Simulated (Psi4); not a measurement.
## How methods differ on GeSiH4ClF (SMILES F[SiH](Cl)[GeH3])

GeSiH4ClF has 8 atoms, charge 0, and is taken as a singlet. As SMILES, `F[SiH](Cl)[GeH3]`. Geometry: optimised at PBE0/def2-TZVP.

```csv
atom,x (Å),y (Å),z (Å)
F,1.7294,-1.2763,0.8335
Si,1.1767,0.0978,0.2391
Cl,2.1152,0.4303,-1.5496
Ge,-1.1665,-0.0790,-0.1178
H,1.5932,1.1755,1.1657
H,-1.8897,-0.3417,1.2119
H,-1.4486,-1.2309,-1.0915
H,-1.6815,1.2368,-0.7188
```

Each level gives the HOMO–LUMO gap (eV). The values are calculated.

```
                                 level                    kind  program  value (eV)  CPU time
   PBE-D4/def2-TZVPP (density fitting)                     GGA     Psi4        5.86      91 s
r2SCAN-D4/def2-TZVPP (density fitting)                meta-GGA     Psi4        6.45   3.7 min
 B3LYP-D4/def2-TZVPP (density fitting)           global hybrid     Psi4        7.53      84 s
  PBE0-D4/def2-TZVPP (density fitting)           global hybrid     Psi4        7.90      87 s
  wB97M-V/def2-TZVPP (density fitting)  range-separated hybrid     Psi4       11.81   4.1 min
```

All-electron rows without a relativistic Hamiltonian named are non-relativistic. The values span 5.86 to 11.81 eV. Orbital gaps aren't excitation energies; they tend to grow with the share of exact exchange. CPU times are rough (shared hosts, several kinds of processor and program).
